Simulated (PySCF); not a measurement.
# What a mistake does to a calculation on AlCGeH6N

Calculated results; nothing here was measured. The program is PySCF 2.14.0, an open-source quantum chemistry code, run on an isolated molecule that a program drew, which may never have been made. The molecule is AlCGeH6N (charge 0, singlet), drawn as the SMILES string `[CH3][GeH2][NH][Al]`.

Each row is a Hartree-Fock (HF) and frozen-core CCSD(T) single point in the cc-pV(D+d)Z basis, meant for a local HF minimum. Run 1 is clean. Each other run has one planted mistake out of seven kinds, and not every kind appears here: one electron removed, one electron added, multiplicity raised by two, geometry at a saddle point, minimal basis STO-3G, one bond length entered in bohr, all coordinates scaled. The reference is restricted for singlets and unrestricted otherwise, and also for a bond in bohr. Adding or removing an electron swaps singlet and doublet. Electrons count all cores. HOMO and LUMO are orbital energies over both spins, the gradient is its largest component, and the lowest frequency (negative if imaginary) is given only where the gradient is small. Bond lengths are over the 9 bonds as drawn. T1 is the CCSD diagnostic: over 0.02 (restricted) or 0.045 (unrestricted) a single reference is doubtful. Germanium has the cc-pVDZ-PP basis, with a core potential (ECP10MDF) in place of its 10 inner electrons, and its 3s, 3p and 3d shells are frozen in CCSD(T).

Geometry of the clean run:
```xyz
10
AlCGeH6N, angstrom
C     0.7879   -1.5678    1.7428
Ge    0.8600    0.3883    1.7034
N    -0.6913    1.1079    0.9962
Al   -1.8997    2.2392    1.7078
H    -0.0582   -1.9016    2.3465
H     0.6715   -1.9648    0.7317
H     1.7074   -1.9751    2.1694
H     2.0824    0.8427    0.8877
H     0.9795    0.9495    3.1295
H    -0.8352    0.8044    0.0421
```

```
run  electrons  basis functions  <S^2>  HOMO (eV)  LUMO (eV)  gradient (hartree/bohr)  lowest frequency (cm^-1)  mean bond (Å)  longest bond (Å)      T1  HF (hartree)  CCSD(T) (hartree)                          mistake
  1         64              104  0.000      -8.03       1.51                  4.5e-05                        64         1.4415             1.958  0.0136    -631.13907         -631.67100                         no fault
  2         63              104  0.757     -14.79      -6.48                  4.2e-02                         -         1.4415             1.958  0.0189    -630.87390         -631.37362             one electron removed
  3         64              104  0.901      -8.48       1.03                  2.0e-02                         -         1.5415             1.958  0.0597    -631.00950         -631.53615  one bond length entered in bohr
  4         64              104  2.004      -6.02       0.17                  6.1e-03                         -         1.4415             1.958  0.0163    -631.07352         -631.57728       multiplicity raised by two
  5         65              104  0.777       0.50       6.86                  3.1e-02                         -         1.4415             1.958  0.0170    -631.10181         -631.64253               one electron added
  6         64              104  0.000      -7.81       1.66                  7.5e-02                         -         1.3435             1.825  0.0119    -631.08864         -631.60867                                ?
```

**Which mistake was planted in run 6, and what did it cost?**

The mean and the longest bond both change by the same factor, 0.932, and the gradient is no longer small. So the mistake is: all coordinates scaled. Subtracting run 1 and multiplying by 627.51 kcal/mol a hartree, the energy moved by 31.6 kcal/mol in HF and 39.1 kcal/mol in CCSD(T).

Cautions from the logs. Run 3: T1 is over the limit, so its CCSD(T) energy is less reliable; run 5: the HOMO is above zero, so the electron isn't bound and the energy depends on the basis.
